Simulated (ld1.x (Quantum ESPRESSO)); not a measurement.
## Ranking PAW potentials for boron

All share these settings but for the change named:

```
Element                 : B (Z = 5)
Generator               : ld1.x (Quantum ESPRESSO) 7.5
Type                    : PAW
Functional              : PW91
Relativity              : scalar-relativistic
Frozen core             : [He]
Valence charge          : 3
Reference configuration : 2s2 2p1
Partial waves           : 2s (bound): rcut 1.30, rcutus 1.55 bohr; 2s channel at 0.1 Ry: rcut 1.30, rcutus 1.55 bohr; 2p (bound): rcut 2.70, rcutus 3.55 bohr; 2p channel at 0.45 Ry: rcut 2.70, rcutus 3.55 bohr
Local potential         : all-electron potential smoothed inside 2.95 bohr (lloc = -2)
Core correction         : Bessel-smoothed model core inside 1.45 bohr
Augmentation charge     : PSQ, inside the norm-conserving radii
```

Test errors are all-electron minus pseudo excitation energies from the reference, over 2s2 2p0; 2s1 2p0; 2s2 2p0.5; 2s1 2p2; 2s2 2p1.3; 2s1 2p1; 2s0 2p3. None of these files shows a bound ghost.

The base gives 5.7 meV.

Of 12 variants that were run, those that failed, showed a ghost or another fault, or gave nearly equal values are left out.

(1) Rank these variants by their largest absolute test error, smallest first.
A. type RRKJ; waves now 2s (bound): rc 1.55 bohr; 2p (bound): rc 3.55 bohr; local potential all-electron potential smoothed inside 2.00 bohr (lloc = -1)
B. local potential all-electron potential smoothed inside 2.52 bohr (lloc = -2)
C. wave 2p channel at 0.45 Ry: rcut 2.70, rcutus 3.55 bohr becomes 2p channel at 1.25 Ry: rcut 2.70, rcutus 3.55 bohr
D. core correction Bessel-smoothed model core inside 1.10 bohr

## Answers

(1) C (5.0 meV), B (7.4 meV), D (28.6 meV), A (586.7 meV).
